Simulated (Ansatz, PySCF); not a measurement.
Pulling on the Sn1–I3 bond in HISn (SMILES [SnH][I]) (multiplicity 1 held, fragments rigid). Energies count from the point at 2.758 Å.
Geometry at that point (charge 0, multiplicity 1):
```json
[
 {"atom": "Sn", "x (Å)": "0.4523", "y (Å)": "0.9150", "z (Å)": "0.9654"},
 {"atom": "H", "x (Å)": "0.7303", "y (Å)": "2.1769", "z (Å)": "-0.2634"},
 {"atom": "I", "x (Å)": "-0.4405", "y (Å)": "-0.9043", "z (Å)": "-0.9058"}
]
```

Restricted levels (R-, RO-) in cc, def2 and unpolarised 6-31G sets keep to the state of the molecule at rest. U- levels take the lowest unrestricted solution at each point, which mixes spins at long bonds. Active spaces are followed from a long bond inwards. Curves can end on different states.

Correlated levels freeze the cores. Filled d and f shells under p-block atoms count as core. Rows in 3-21G carry no dispersion term and start afresh at each structure; the Pople sets are all-electron and without relativity.

Run with Ansatz (Gaussian orbitals); PySCF for 3-21G rows. Values without a source in brackets are computed. In def2 rows elements past Kr take small-core potentials, without spin–orbit coupling.

```
level                                   energy at R = 8.827 Å (kcal/mol)
--------------------------------------  --------------------------------
R-HF/3-21G                                                         99.34
U-HF/def2-TZVPP                                                    46.54
R-PBE/def2-TZVPP                                              (withheld)
R-B3LYP/def2-TZVPP                                            (withheld)
U-B3LYP/def2-TZVPP                                                 66.02
U-MP2/def2-TZVPP                                                   70.01
SC-NEVPT2 on CASSCF(6,4)/def2-TZVPP                                69.33
FIC-MRCISD on CASSCF(6,4)/def2-TZVPP                               65.49
FIC-MRCISD+Q on CASSCF(6,4)/def2-TZVPP                             66.61
```

**Question.** Complete the blanks.

**Answer.** 
- R-PBE/def2-TZVPP, energy at R = 8.827 Å (kcal/mol): 73.21
- R-B3LYP/def2-TZVPP, energy at R = 8.827 Å (kcal/mol): 79.83

Doubts at one or more of the structures used: a restricted determinant that unrestricted orbitals would lower (R-HF/3-21G, R-PBE/def2-TZVPP, R-B3LYP/def2-TZVPP); a spin-contaminated determinant (U-HF/def2-TZVPP, U-B3LYP/def2-TZVPP, U-MP2/def2-TZVPP); active orbitals that take no part (SC-NEVPT2 on CASSCF(6,4)/def2-TZVPP, FIC-MRCISD on CASSCF(6,4)/def2-TZVPP, FIC-MRCISD+Q on CASSCF(6,4)/def2-TZVPP).

Ansatz is an electronic-structure program.
